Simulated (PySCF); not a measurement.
Cl2, charge +1, doublet, geometry from GFN2-xTB (a state made from the parent by changing its charge; the spin is typed, not shown lowest). Base run: R2SCAN/6-31G** in PySCF.

Here is a job for PySCF.
```python
from pyscf import gto, scf, dft

mol = gto.Mole()
mol.atom = '''
    Cl   -0.00000000   -0.00000000   -0.98043196
    Cl    0.00000000    0.00000000    0.98043196
'''
mol.basis = '6-31g**'
mol.charge = 1
mol.spin = 1
mol.verbose = 5
mol.build()

mf = dft.UKS(mol)
mf.xc = 'r2scan'
mf.kernel()
```

The base run was repeated with changes; each row names its change, and settings that it needs were set with it.

| change | ΔE vs base (mEh) | grid points | electrons on the grid |
|---|---|---|---|
| base | 0.000 | 37760 | 33.00000 |
| grids.level = 0 | -60.469 | 3248 | 33.00509 |
| grids.atom_grid = (150, 974) | 0.000 | 147720 | 33.00000 |
| grids.atom_grid = (50, 194) | 1.390 | 12632 | 33.00001 |
| grids.prune = dft.gen_grid.sg1_prune | 0.133 | 12976 | 32.99956 |
| grids.radi_method = mura_knowles | -0.004 | 35168 | 33.00000 |
| grids.atom_grid = (75, 302) | -0.038 | 27304 | 33.00000 |
| grids.level = 4 | 0.006 | 57384 | 33.00000 |
| grids.level = 1 | 1.390 | 12632 | 33.00001 |
| grids.level = 7 | 0.002 | 170696 | 33.00000 |
| grids.becke_scheme = stratmann | -0.002 | 37760 | 33.00000 |

Open shells are given as the SCF converged; they aren't shown to be the lowest states, and a large step between rows can be another state.
